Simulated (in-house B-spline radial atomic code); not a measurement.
Checks on a self-consistent run for Pr VIII (Pr7+), [Ar] (3d3/2)3 (3d5/2)6 4s2 4p6 4d10 4f1 5s2 5p4. Method: Dirac-Hartree-Fock, average of the jj configuration, Fermi nucleus of rms radius 4.8919 fm. Calculated with a radial B-spline atomic code at the basis-set limit.

```json
{"orbital": "1s1/2", "q": "2", "ε (Eh)": "-1558.01226", "<1/r>": "64.684", "<r²>": "0.000789409", "small-component weight": "0.047799"}
{"orbital": "2s1/2", "q": "2", "ε (Eh)": "-259.79112", "<1/r>": "15.3079", "<r²>": "0.0124375", "small-component weight": "0.010447"}
{"orbital": "2p1/2", "q": "2", "ε (Eh)": "-245.15298", "<1/r>": "15.2506", "<r²>": "0.00913313", "small-component weight": "0.010445"}
{"orbital": "2p3/2", "q": "4", "ε (Eh)": "-227.49840", "<1/r>": "13.7671", "<r²>": "0.01039", "small-component weight": "0.0097952"}
{"orbital": "3s1/2", "q": "2", "ε (Eh)": "-61.83199", "<1/r>": "5.58688", "<r²>": "0.0830395", "small-component weight": "0.0032801"}
{"orbital": "3p1/2", "q": "2", "ε (Eh)": "-55.47807", "<1/r>": "5.48412", "<r²>": "0.0782346", "small-component weight": "0.0032019"}
{"orbital": "3p3/2", "q": "4", "ε (Eh)": "-52.03389", "<1/r>": "5.12487", "<r²>": "0.0852197", "small-component weight": "0.0030395"}
{"orbital": "3d3/2", "q": "3", "ε (Eh)": "-41.47649", "<1/r>": "4.95357", "<r²>": "0.0705827", "small-component weight": "0.002872"}
{"orbital": "3d5/2", "q": "6", "ε (Eh)": "-40.74510", "<1/r>": "4.89039", "<r²>": "0.0709281", "small-component weight": "0.0028531"}
{"orbital": "4s1/2", "q": "2", "ε (Eh)": "-16.36228", "<1/r>": "2.3338", "<r²>": "0.417715", "small-component weight": "0.0010275"}
{"orbital": "4p1/2", "q": "2", "ε (Eh)": "-13.90339", "<1/r>": "2.23013", "<r²>": "0.443616", "small-component weight": "0.00095918"}
{"orbital": "4p3/2", "q": "4", "ε (Eh)": "-13.08735", "<1/r>": "2.11694", "<r²>": "0.477997", "small-component weight": "0.00090875"}
{"orbital": "4d3/2", "q": "4", "ε (Eh)": "-8.95288", "<1/r>": "1.93966", "<r²>": "0.545502", "small-component weight": "0.00079459"}
{"orbital": "4d5/2", "q": "6", "ε (Eh)": "-8.83067", "<1/r>": "1.88821", "<r²>": "0.557697", "small-component weight": "0.00075463"}
{"orbital": "4f5/2", "q": "0.42857", "ε (Eh)": "-4.39529", "<1/r>": "1.52977", "<r²>": "0.763977", "small-component weight": "0.0005141"}
{"orbital": "4f7/2", "q": "0.57143", "ε (Eh)": "-4.39993", "<1/r>": "1.52962", "<r²>": "0.763591", "small-component weight": "0.00051554"}
{"orbital": "5s1/2", "q": "2", "ε (Eh)": "-5.07122", "<1/r>": "0.985856", "<r²>": "2.02611", "small-component weight": "0.00026856"}
{"orbital": "5p1/2", "q": "1.3333", "ε (Eh)": "-4.27841", "<1/r>": "0.916361", "<r²>": "2.32547", "small-component weight": "0.00024043"}
{"orbital": "5p3/2", "q": "2.6667", "ε (Eh)": "-4.11613", "<1/r>": "0.879592", "<r²>": "2.48109", "small-component weight": "0.00022782"}
```

Electron-electron repulsion V_ee = 3111.2552 hartree.

(1) What total energy follows from the eigenvalues?

(2) Does the Dirac virial theorem hold?

(3) What diamagnetic shielding (Lamb formula) and susceptibility (Langevin formula) do the radii give?

Answers

(1) The eigenvalues count the repulsion twice, so E = Σqε - V_ee = -6080.460 - 3111.255 = -9191.715 hartree; the run printed -9191.715.

(2) For a point nucleus E = -2c²Σq·w, with w the small-component weight. Here Σq·w = 0.24471 and c = 137.0360, so the ratio E/(-2c²Σq·w) is 1.000092; the finite nucleus accounts for the departure from 1.

(3) σ = (α²/3)Σq<1/r> = 376.15/(3·137.036²) = 6676.8 ppm, and χ = -0.79199×10⁻⁶·Σq<r²> = -19.87×10⁻⁶ cm³/mol with Σq<r²> = 25.083 bohr². Both are non-relativistic formulas without the paramagnetism of open shells; for so heavy an element the full relativistic shielding is larger by tens of per cent.
